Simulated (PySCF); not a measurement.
penta-1,4-dien-3-amine (C5H9N), SMILES C=CC(N)C=C.

Coordinates come from a B3LYP-D3(BJ)/def2-SVP optimisation. Other conformers were not sampled.

Two levels are set side by side: PBE/def2-TZVP (PySCF) and CAM-B3LYP/def2-TZVP (PySCF). Same geometry, gas phase. Differences are taken from unrounded values.

```csv
quantity,CAM-B3LYP
orbital gap (eV),9.12
highest occupied level (eV),-8.35
lowest empty level (eV),0.78
dipole moment (D),1.27
mean polarisability (bohr³),70.1
```

### Question
What does PBE give, and how far is it from CAM-B3LYP? (The exact figures need the calculation; the answer reports its results.)

### Answer

```tsv
quantity	PBE	PBE minus CAM-B3LYP
orbital gap (eV)	4.21	-4.91
highest occupied level (eV)	-5.54	2.80
lowest empty level (eV)	-1.33	-2.11
dipole moment (D)	1.13	-0.15
mean polarisability (bohr³)	73.5	3.3
```

PBE's occupied levels lie high since its potential decays too fast outside the molecule; exact exchange lowers them and widens the gap. PBE's more diffuse valence density responds more strongly to a field. Differences between two approximate levels are no errors against the true value.

Rough cost on one machine, each run with all the roots and properties that it gave: CAM-B3LYP against PBE within a factor of 2.
